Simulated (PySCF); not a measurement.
Predicted microwave data (PBE0-D3(BJ)/def2-SVP geometry optimisation, gas phase (PySCF 2.14.0)) for one isomer of C4H8BN:

| Property | Result |
| --- | --- |
| Rotational constants | A = 17702, B = 1295, C = 1246 MHz |
| Dipole components | \|μa\| = 2.30 D, \|μb\| = 0.98 D, \|μc\| = 0.52 D |
| Inertial defect | -13.32 u·Å² |
| κ | -0.99 |

Task: Which structure is it? (One computed conformer of each.)
A. `CC#CB(C)N`
B. `[BH3-:1][N+:2]#[C:3][CH2:4][CH:5]=[CH2:6]` with C3–C4–C5–C6 121°
C. `[CH:1]#[C:2][CH2:3][CH2:4][BH:5][NH2:6]` with C2–C3–C4–B5 -178°, C3–C4–B5–N6 -141°

Result: C. It is C#CCCBN, a near-prolate asymmetric top, point group C1. The candidates at the same level (rigid rotor, commonest isotopes):

```csv
SMILES,A (MHz),B (MHz),C (MHz),μa (D),μb (D),μc (D),Δ (u·Å²),point group,rotor
C#CCCBN,17702,1295,1246,2.30,0.98,0.52,-13.32,C1,near-prolate asymmetric top
[BH3-][N+]#CCC=C,12730,1408,1341,7.13,2.17,0.02,-21.77,C1,near-prolate asymmetric top
CC#CB(C)N,7916,1600,1353,0.03,1.27,0.01,-6.30,near Cs,near-prolate asymmetric top
```

`[BH3-][N+]#CCC=C` has A 28 % too low; `CC#CB(C)N` has A 55 % too low. No structure here is proved a minimum.
